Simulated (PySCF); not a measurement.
Cl2GeH4OSi, SMILES Cl[SiH](Cl)[O][GeH3]. Atoms are numbered in the order given.

```xyz
9

Si     1.0565     0.1168    -0.7555
Cl     0.8552     2.1368    -0.3361
Cl     2.1939    -0.7251     0.7545
O     -0.4156    -0.5815    -0.8061
Ge    -1.8286    -0.5970     0.3185
H      1.7487    -0.0532    -2.0436
H     -2.8518     0.4039    -0.2409
H     -2.3529    -2.0398     0.2879
H     -1.3308    -0.1900     1.7165
```

Geometry optimised at B3LYP-D3(BJ)/def2-SVP. This is a generated structure with no PubChem entry under its InChIKey; it may be hypothetical. Other conformers were not sampled.

Two levels are set side by side: PBE/pcSseg-1 (PySCF) and KT2/pcSseg-1 (PySCF). GIAO shifts against GeH4 (⁷³Ge), H2O (¹⁷O), HCl (³⁵Cl), TMS (²⁹Si), TMS (¹H) at the same level; non-relativistic, no solvent, atoms listed together averaged. Without spin–orbit terms, shifts of atoms bonded to Cl or Br come out too high at both levels. Differences are taken from unrounded values.

```tsv
quantity	KT2
δ(²⁹Si) of Si1 (ppm)	-8.8
δ(¹⁷O) of O4 (ppm)	83.0
δ(⁷³Ge) of Ge5 (ppm)	258.5
δ(¹H) of H6 (ppm)	6.17
```

Task: What does PBE give, and how far is it from KT2? (Estimate from the structure and the level; the computed values follow.)

Result: 
```tsv
quantity	PBE	PBE minus KT2
δ(²⁹Si) of Si1 (ppm)	-10.4	-1.6
δ(¹⁷O) of O4 (ppm)	87.4	4.5
δ(⁷³Ge) of Ge5 (ppm)	262.5	4.0
δ(¹H) of H6 (ppm)	6.20	0.03
```

Rough cost on one machine, each run with all the roots and properties that it gave: KT2 against PBE within a factor of 2.
